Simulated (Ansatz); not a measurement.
Geometry optimisation, UKS PBE0-D4/6-31G* in Ansatz 0.2.0.

Input file:

```yaml
crystal:
  periodic: [false, false, false]
  atoms:
    - { symbol: "N", position_ang: [0.371, 1.545, 0.8069] }
    - { symbol: C, position_ang: [0.5806, 0.3198, 0.8012] }
    - { symbol: O, position_ang: [0.192, -0.4566, 1.8819] }
    - { symbol: S, position_ang: [1.4956, -0.4273, -0.5904] }
    - { symbol: Al, position_ang: [-0.5232, -0.9622, -1.6532] }
    - { symbol: H, position_ang: [0.5865, 2.2098, -0.0162] }
    - { symbol: H, position_ang: [-0.2216, -0.0505, 2.6986] }
    - { symbol: H, position_ang: [-1.2057, -2.3328, -1.3465] }
    - { symbol: H, position_ang: [-1.1866, 0.1085, -2.5994] }
magnetization:
  spin_polarized: true
basis:
  gaussian: { orbitals: "6-31G*" }
hamiltonian:
  xc: pbe0
  dispersion: d4
relax:
  f_tol: 0.02
  max_steps: 50
```

Run as:

```bash
$ ansatz run input.yaml --threads 2 --pin off --max-ram 3072MiB --backend cpu --events-out ev --progress --plain --runs-dir out
```

Problem. Where does it end, and by what steps?

Solution. The run converged. After 26 steps the energy has fallen by 1.558 eV; H6 moved furthest, 1.49 Å. Joined: O3–Al5.

```tsv
step	energy less start (eV)	largest force component (eV/Å)	accepted
0	0.0000	3.290	yes
1	-0.6353	1.070	yes
2	-0.6917	1.087	yes
3	-0.7562	0.551	yes
4	-0.7572	0.921	yes
5	-0.7697	0.212	yes
6	-0.7820	0.073	yes
7	-0.8062	0.342	yes
8	-0.8416	0.378	yes
9	-0.8841	0.400	yes
10	-0.9408	0.387	yes
11	-1.0016	0.263	yes
12	-1.0509	0.347	yes
13	-1.0881	0.472	yes
14	-1.1191	0.802	yes
15	-1.1842	1.275	yes
16	-1.3071	0.932	yes
17	-1.4487	0.864	yes
18	-1.5249	0.351	yes
19	-1.4859	0.945	no
20	-1.5478	0.239	yes
21	-1.5538	0.147	yes
22	-1.5558	0.111	yes
23	-1.5567	0.065	yes
24	-1.5569	0.097	yes
25	-1.5575	0.025	yes
26	-1.5576	0.016	yes
```

```xyz
9
Properties=species:S:1:pos:R:3
N 0.998 1.471 1.249
C 0.677 0.624 0.382
O -0.366 -0.268 0.729
S 1.154 0.216 -1.253
Al -0.723 -1.096 -1.054
H 1.739 2.086 0.925
H -0.822 0.034 1.536
H -0.493 -2.662 -0.947
H -2.075 -0.451 -1.584
```

Time of the run: 2.2 min on 2 threads of Arm Neoverse V1, with other jobs on the host, peak memory 0.27 GiB.
